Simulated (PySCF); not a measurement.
PySCF input file for CH4ClNOSi2, SMILES Cl[Si@@]1(N=C[SiH2]1)O, TPSSh-D3(BJ)/def2-SVP. Geometry: TPSSh-D3(BJ)/def2-SVP. The structure was generated by enumeration; whether it is a known compound was not checked. Other conformers were not sampled.

```python
import numpy as np
from pyscf import gto, scf, dft, df
from pyscf.hessian import thermo

mol = gto.M(
    atom='''
    O     1.61329133    0.07668866   -1.35426923
    Si    0.44729672    0.03544223   -0.18241577
    Cl    1.33445025   -0.39905043    1.64559407
    N    -0.52714720    1.53939993   -0.01379167
    C    -1.71776045    1.09745271   -0.27252936
    Si   -1.66555108   -0.79331229   -0.68874038
    H     2.46945057    0.46724543   -1.12240217
    H    -2.57709020    1.79483071   -0.24044736
    H    -2.39938789   -1.69897486    0.24025606
    H    -2.03280315   -1.14308817   -2.09044771
    ''',
    basis='def2-SVP',
    charge=0,
    spin=0,
    max_memory=1600,
    verbose=3,
)
mf = dft.RKS(mol, xc='tpssh').density_fit(auxbasis='def2-universal-jkfit')
mf.disp = 'd3bj'
mf.grids.level = 4
mf.conv_tol = 1e-11
mf.max_cycle = 100
mf.kernel()

# [left out here: the lines that compute and print the analytic Hessian (its translational invariance restored by hand, since the grid's response is missing), thermochemistry and intensities]
```

Program output:

```
converged SCF energy = -1209.35115594406

WARN: MGGA Hessian is sensitive to dft grids. grids.level 4 may not be dense enough.


WARN: DFTD3 does not support analytical Hessian, using finite difference


WARN: Mole.unit (angstrom) is changed to Bohr

Mode                                 0                   1                   2
Irrep
Freq [cm^-1]                       89.8319            123.1549            171.5942
Reduced mass [au]                   5.2012              3.5483              1.7951
Force const [Dyne/A]                0.0247              0.0317              0.0311
Char temp [K]                     129.2481            177.1924            246.8858
Normal mode                   x     y     z       x     y     z       x     y     z
       0   O                 0.09 -0.01 -0.01   -0.02 -0.09 -0.00    0.07  0.03  0.09
       1  Si                 0.03  0.01 -0.07   -0.01 -0.03  0.01   -0.02  0.01 -0.00
       2  Cl                -0.08  0.01 -0.02    0.03  0.07  0.01    0.05 -0.00 -0.03
       3   N                 0.02  0.01 -0.04    0.00 -0.03  0.06   -0.04  0.00 -0.03
       4   C                -0.00 -0.03  0.14   -0.01 -0.02  0.10   -0.04 -0.00 -0.02
       5  Si                 0.01 -0.01  0.04   -0.01  0.02 -0.08   -0.04  0.00  0.00
       6   H                 0.10 -0.08  0.05    0.00 -0.13 -0.01    0.26 -0.56  0.38
       7   H                -0.02 -0.06  0.28   -0.01 -0.03  0.19   -0.04 -0.00 -0.02
       8   H                 0.09 -0.12 -0.01   -0.09 -0.12 -0.28   -0.05  0.00 -0.00
       9   H                -0.06  0.13  0.03    0.09  0.24 -0.16   -0.04 -0.00  0.00
Mode                                 3                   4                   5
Irrep
Freq [cm^-1]                      230.0646            265.7945            288.5145
Reduced mass [au]                   4.1928              2.3150              3.4189
Force const [Dyne/A]                0.1308              0.0964              0.1677
Char temp [K]                     331.0117            382.4190            415.1081
Normal mode                   x     y     z       x     y     z       x     y     z
       0   O                -0.07 -0.08 -0.03    0.05 -0.06  0.09   -0.06  0.10 -0.04
       1  Si                -0.01  0.08  0.03   -0.02  0.03  0.02    0.01 -0.03  0.02
       2  Cl                -0.01 -0.04 -0.00    0.04 -0.03 -0.02    0.01 -0.02  0.05
       3   N                -0.04  0.07 -0.02   -0.04  0.04 -0.11    0.05  0.00 -0.14
       4   C                -0.03 -0.00  0.01   -0.05 -0.00  0.03    0.02 -0.01  0.02
       5  Si                 0.09 -0.01  0.01   -0.01  0.01  0.01   -0.02 -0.01  0.02
       6   H                 0.07 -0.37 -0.08   -0.18  0.53 -0.05    0.04 -0.14 -0.01
       7   H                -0.06 -0.04  0.00   -0.06 -0.02  0.03    0.03  0.01  0.01
       8   H                 0.06 -0.07 -0.07   -0.06 -0.11 -0.14   -0.18 -0.16 -0.25
       9   H                 0.17  0.04 -0.03    0.09  0.16 -0.06    0.18  0.25 -0.10
Mode                                 6                   7                   8
Irrep
Freq [cm^-1]                      392.6907            459.7667            479.9225
Reduced mass [au]                   6.1630              6.2440              2.0425
Force const [Dyne/A]                0.5599              0.7777              0.2772
Char temp [K]                     564.9945            661.5020            690.5017
Normal mode                   x     y     z       x     y     z       x     y     z
       0   O                -0.04  0.02  0.07    0.02  0.00 -0.02    0.04 -0.02 -0.03
       1  Si                -0.07 -0.04  0.03    0.02 -0.07 -0.01    0.05  0.05  0.01
       2  Cl                -0.03  0.03 -0.08   -0.01  0.00 -0.01   -0.02  0.00 -0.03
       3   N                 0.08  0.01  0.02   -0.08 -0.07  0.01   -0.01 -0.01  0.08
       4   C                 0.07  0.03  0.01   -0.10 -0.00 -0.04    0.02 -0.01 -0.05
       5  Si                 0.05 -0.02  0.02    0.06  0.10  0.05   -0.05 -0.04  0.04
       6   H                -0.08  0.03  0.18    0.01 -0.00  0.01    0.05  0.01 -0.09
       7   H                 0.08  0.04 -0.04   -0.08  0.02 -0.08    0.03  0.01 -0.14
       8   H                -0.03 -0.07 -0.09   -0.00 -0.00 -0.09   -0.50  0.02 -0.26
       9   H                 0.24  0.04 -0.04    0.31  0.05 -0.00    0.29  0.15 -0.10
Mode                                 9                  10                  11
Irrep
Freq [cm^-1]                      558.2572            591.9859            642.1615
Reduced mass [au]                   3.9430              1.0926              2.3577
Force const [Dyne/A]                0.7240              0.2256              0.5728
Char temp [K]                     803.2078            851.7359            923.9275
Normal mode                   x     y     z       x     y     z       x     y     z
       0   O                -0.03  0.01  0.03    0.00 -0.01 -0.00    0.01  0.00 -0.01
       1  Si                 0.06  0.02  0.09    0.01  0.00  0.00    0.06 -0.02  0.06
       2  Cl                -0.03  0.01 -0.06   -0.00  0.00 -0.00   -0.02  0.00 -0.03
       3   N                 0.01 -0.06 -0.05   -0.01 -0.01  0.04   -0.01  0.01 -0.01
       4   C                 0.00 -0.09  0.01    0.01  0.01 -0.05   -0.06  0.13  0.03
       5  Si                 0.00  0.03 -0.02   -0.01 -0.01  0.02   -0.04 -0.03 -0.02
       6   H                 0.03 -0.04 -0.16    0.01 -0.02 -0.01    0.08 -0.04 -0.19
       7   H                 0.01 -0.09  0.03    0.05  0.08 -0.35    0.00  0.20  0.06
       8   H                -0.07  0.20  0.10    0.38 -0.47 -0.13    0.26 -0.29 -0.03
       9   H                -0.34  0.10  0.05   -0.38  0.51 -0.01    0.18 -0.35 -0.00
Mode                                12                  13                  14
Irrep
Freq [cm^-1]                      735.8711            768.8530            793.7763
Reduced mass [au]                   6.1385              1.8267              1.5946
Force const [Dyne/A]                1.9585              0.6362              0.5920
Char temp [K]                    1058.7547           1106.2083           1142.0674
Normal mode                   x     y     z       x     y     z       x     y     z
       0   O                 0.03  0.01 -0.04    0.02 -0.00 -0.06    0.02 -0.03 -0.10
       1  Si                 0.02 -0.08  0.03    0.01 -0.03  0.02    0.00  0.04  0.05
       2  Cl                -0.01  0.00 -0.01   -0.00  0.00 -0.00   -0.01 -0.00 -0.00
       3   N                -0.05  0.19  0.02   -0.02  0.01 -0.01    0.02 -0.05 -0.01
       4   C                 0.04 -0.06  0.00   -0.07  0.11  0.03    0.02 -0.05  0.01
       5  Si                -0.02  0.00 -0.00    0.05 -0.05 -0.01   -0.03  0.02 -0.00
       6   H                -0.00  0.01  0.08   -0.11  0.07  0.35   -0.23  0.11  0.66
       7   H                -0.13 -0.26 -0.09   -0.01  0.20  0.01    0.05 -0.02 -0.04
       8   H                 0.02  0.04  0.05   -0.35  0.22 -0.05    0.21 -0.12  0.04
       9   H                -0.00  0.05 -0.01   -0.37  0.17  0.04    0.17 -0.13 -0.02
Mode                                15                  16                  17
Irrep
Freq [cm^-1]                      900.4518            930.8923            956.6022
Reduced mass [au]                   1.3723              1.9873              1.6112
Force const [Dyne/A]                0.6556              1.0146              0.8687
Char temp [K]                    1295.5497           1339.3468           1376.3376
Normal mode                   x     y     z       x     y     z       x     y     z
       0   O                -0.02 -0.00  0.01   -0.10 -0.01  0.07   -0.08 -0.01  0.06
       1  Si                 0.02 -0.00  0.01    0.07  0.00 -0.06    0.07 -0.00 -0.04
       2  Cl                 0.00 -0.00 -0.00   -0.00 -0.00  0.00   -0.00 -0.00  0.00
       3   N                -0.00  0.00  0.02   -0.01  0.03  0.01   -0.01  0.00  0.00
       4   C                 0.02  0.03 -0.14    0.01 -0.02  0.02   -0.02  0.02  0.01
       5  Si                -0.00 -0.00  0.02    0.00  0.02  0.00   -0.02 -0.03 -0.01
       6   H                -0.06  0.02  0.10   -0.16  0.02  0.26   -0.12  0.01  0.19
       7   H                -0.11 -0.18  0.78   -0.01 -0.04 -0.15    0.00  0.06 -0.01
       8   H                 0.04 -0.15 -0.09   -0.16 -0.20 -0.33    0.19  0.25  0.42
       9   H                -0.08  0.09  0.01   -0.20 -0.36  0.14    0.30  0.39 -0.19
Mode                                18                  19                  20
Irrep
Freq [cm^-1]                     1295.0616           1562.8557           2232.6724
Reduced mass [au]                   1.2330             11.1940              1.0308
Force const [Dyne/A]                1.2184             16.1092              3.0274
Char temp [K]                    1863.3054           2248.6014           3212.3185
Normal mode                   x     y     z       x     y     z       x     y     z
       0   O                -0.00  0.00  0.00   -0.00  0.00  0.00   -0.00 -0.00  0.00
       1  Si                -0.00 -0.01 -0.00    0.00 -0.00 -0.00    0.00  0.00  0.00
       2  Cl                -0.00  0.00 -0.00   -0.00  0.00 -0.00   -0.00  0.00 -0.00
       3   N                -0.06  0.05  0.00    0.17  0.06  0.04   -0.00 -0.00 -0.00
       4   C                 0.01 -0.10 -0.02   -0.19 -0.08 -0.04    0.00  0.00  0.00
       5  Si                 0.00  0.00  0.00   -0.00 -0.00 -0.00   -0.02 -0.02 -0.01
       6   H                 0.00  0.00 -0.01    0.00  0.00 -0.01   -0.00 -0.00  0.00
       7   H                 0.61  0.61  0.22   -0.05  0.10  0.01   -0.01  0.00 -0.00
       8   H                 0.01 -0.01 -0.02    0.01 -0.01 -0.01    0.33  0.41 -0.44
       9   H                 0.00 -0.02  0.01    0.01 -0.01  0.01    0.16  0.16  0.67
Mode                                21                  22                  23
Irrep
Freq [cm^-1]                     2246.3409           3029.2661           3814.6236
Reduced mass [au]                   1.0529              1.0890              1.0668
Force const [Dyne/A]                3.1304              5.8877              9.1459
Char temp [K]                    3231.9845           4358.4395           5488.3941
Normal mode                   x     y     z       x     y     z       x     y     z
       0   O                 0.00  0.00 -0.00   -0.00  0.00  0.00    0.05  0.02  0.01
       1  Si                -0.00 -0.00  0.00    0.00 -0.00  0.00    0.00  0.00  0.00
       2  Cl                -0.00  0.00 -0.00   -0.00  0.00 -0.00   -0.00 -0.00  0.00
       3   N                 0.00  0.00 -0.00    0.00  0.00  0.00   -0.00 -0.00  0.00
       4   C                -0.00  0.00  0.00   -0.06  0.05  0.00    0.00  0.00  0.00
       5  Si                -0.01 -0.01  0.04    0.00 -0.00 -0.00   -0.00  0.00 -0.00
       6   H                 0.00 -0.00 -0.00   -0.00 -0.00 -0.00   -0.86 -0.38 -0.21
       7   H                -0.00 -0.00  0.00    0.74 -0.61 -0.03   -0.00  0.00 -0.00
       8   H                 0.34  0.42 -0.43    0.00  0.01 -0.00   -0.00 -0.00  0.00
       9   H                -0.17 -0.16 -0.64    0.00  0.00  0.00   -0.00 -0.00  0.00
temperature 298.1500 [K]
pressure 101325.00 [Pa]
Rotational constants [GHz] 2.79906 1.36301 1.26756
Symmetry number 1
Zero-point energy (ZPE) 0.05368 [Eh]   140926.113 [J/mol]
                           tot       elec      trans        rot        vib
Entropy [J/mol/K]       369.616      0.000    170.167    119.610     79.839
Cv [J/mol/K]            116.808      0.000     12.472     12.472     91.864
Cp [J/mol/K]            125.122      0.000     20.786     12.472     91.864
Internal energy [J/mol]                      3718.434   3718.434 154561.532
Internal energy [Eh]   -1209.28945  -1209.35116
Enthalpy [J/mol]                             6197.391   3718.434 154561.532
Enthalpy [Eh]          -1209.28851
Gibbs free energy [J/mol]                  -44537.916 -31943.310 130757.627
Gibbs free energy [Eh] -1209.33048
static polarisability / bohr^3: [[87.386  4.74  11.011]
 [ 4.744 64.912  1.291]
 [11.011  1.291 65.938]]
largest difference of analytic and finite-field dipole derivatives / e: 0.0010105900047734373
mode   freq/cm-1   IR/(km/mol)   Raman/(A^4/amu)   depolarisation
   1       89.83         1.737             3.375            0.716
   2      123.15         0.567             2.047            0.701
   3      171.59        43.666             2.471            0.731
   4      230.06        18.927             3.882            0.518
   5      265.79        60.551             2.068            0.746
   6      288.51        34.177             2.236            0.556
   7      392.69        24.557            11.718            0.230
   8      459.77        16.914            12.575            0.258
   9      479.92         8.655             6.030            0.512
  10      558.26       124.526             7.061            0.264
  11      591.99         1.973            17.366            0.744
  12      642.16        30.557            15.077            0.306
  13      735.87        82.969             3.240            0.143
  14      768.85        98.369             2.907            0.087
  15      793.78       229.415             1.400            0.578
  16      900.45        41.352             0.872            0.700
  17      930.89       145.954            12.792            0.748
  18      956.60        57.053             8.743            0.657
  19     1295.06        19.818             6.801            0.440
  20     1562.86        42.229             3.984            0.292
  21     2232.67       104.371           265.476            0.112
  22     2246.34        94.021           133.160            0.749
  23     3029.27        51.526           306.370            0.341
  24     3814.62       118.643           190.621            0.306
max |gradient| / (hartree/bohr): 1.3783167869689137e-05
APT charges: [-0.88    1.6151 -0.5922 -0.7256  0.0576  0.706   0.3209 -0.0294 -0.2344
 -0.2381]
```

Self-consistency was reached.

Cost: roughly 25 core-minutes.
